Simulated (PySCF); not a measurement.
C₂H₆BPSi.
Cartesian coordinates in Å at the PBE0-D3(BJ)/def2-SVP level; atoms count from 1:
```
atom  x, y, z in Å
C1     3.3078   -0.3971   -0.0066
C2     2.1867   -0.0111   -0.2959
B3     0.7826    0.4327   -0.6318
P4    -0.4325    0.9650    0.6926
Si5   -2.3095   -0.1152    0.0871
H6     4.2982   -0.7359    0.2383
H7     0.4370    0.5577   -1.7833
H8    -0.0153    0.2468    1.8466
H9    -2.1377   -1.5915   -0.0631
H10   -3.3563    0.1458    1.1188
H11   -2.7224    0.4771   -1.2186
```

Jobs on this species (11 atoms, 52 electrons) with PySCF (density fitting). Hardware of each: an Intel Xeon Platinum 8259CL at 2.50 GHz with one thread, on a shared host. Times come from a shared host and carry two figures at best. Peak memory is the resident size of the whole Python process, interpreter and libraries included.

```
                level and settings                                                          work  basis functions  SCF cycles  wall time  peak memory
                PBE0/6-311+G(2d,p)                       shieldings, charges and field gradients              187           ?          ?            ?
                      KT2/pcSseg-2                                                    shieldings              278          17       81 s     0.86 GiB
                       HF/pcSseg-2                                                    shieldings              278          12       25 s      1.1 GiB
                     OPBE/pcSseg-2                                                    shieldings              278          16       80 s     0.86 GiB
                     BLYP/pcSseg-2                                                    shieldings              278          16       68 s     0.86 GiB
                      PBE/pcSseg-2                                                    shieldings              278          16       67 s     0.86 GiB
                      LDA/pcSseg-2                                                    shieldings              278          15       53 s     0.93 GiB
                      PBE0/cc-pVTZ                       shieldings, charges and field gradients              242          14       37 s     0.92 GiB
PBE0-D3(BJ)/def2-SVP, grid level 1  geometry optimisation from a GFN2-xTB start shaken at random              108          66       52 s     0.45 GiB
```

Question: Fill in the missing figures.

Answer: 
- PBE0/6-311+G(2d,p); shieldings, charges and field gradients: 27 s, 0.88 GiB, 14 SCF cycles

Question: What do all jobs in the table cost together?

Answer: About 8.2 min; the longest takes about 17 % of that, and about 3.2 times as long as the shortest.
